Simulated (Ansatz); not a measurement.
CH₄BClO₂. The species carries charge 0 and has multiplicity 1. The bonds changed during the relaxation, so this is another structure than the one it started from.

| atom | x (Å) | y (Å) | z (Å) |
| --- | --- | --- | --- |
| B1 | -0.025 | 1.272 | 0.217 |
| C2 | -0.167 | -0.272 | -0.135 |
| O3 | 0.306 | -0.743 | -1.248 |
| O4 | -0.698 | -1.097 | 0.715 |
| Cl5 | 1.672 | 1.057 | 1.046 |
| H6 | -0.857 | 1.602 | 1.016 |
| H7 | 0.064 | 1.927 | -0.785 |
| H8 | 0.312 | -1.711 | -1.311 |
| H9 | -0.607 | -2.035 | 0.485 |

Question: What are the harmonic wavenumbers in cm⁻¹ at PBE0-D4/def2-TZVP (Ansatz, finite differences of forces, unscaled)? (Estimate.)

Answer: The calculation gave: 99, 130, 343, 475, 530, 567, 634, 715, 807, 810, 901, 1046, 1161, 1184, 1207, 1486, 1507, 2539, 2609, 3722, 3723.

Question: Is this a minimum?

Answer: Yes, all 21 modes are real.

Question: Give the ideal-gas thermochemistry at 298.15 K and 1 bar (rigid rotor, harmonic oscillator; point group Cs, symmetry number 1).

Answer: Zero-point energy 156.7 kJ/mol; H(298) − E = 174.4 kJ/mol; entropy 322.0 J/(mol·K), of which translation 165.6, rotation 110.8, vibration 45.6; G(298) − E = 78.4 kJ/mol. Modes under 100 cm⁻¹ are hindered rotations or soft bends, so the harmonic entropy is rough.

Question: And at 400, 500, 600, 800 and 1000 K?

Answer: 
```csv
T (K),H − E (kJ/mol),S (J/mol/K),G − E (kJ/mol)
400,184.6,351.5,44.0
500,196.4,377.7,7.6
600,209.6,401.7,-31.4
800,238.8,443.6,-116.1
1000,270.8,479.2,-208.4
```
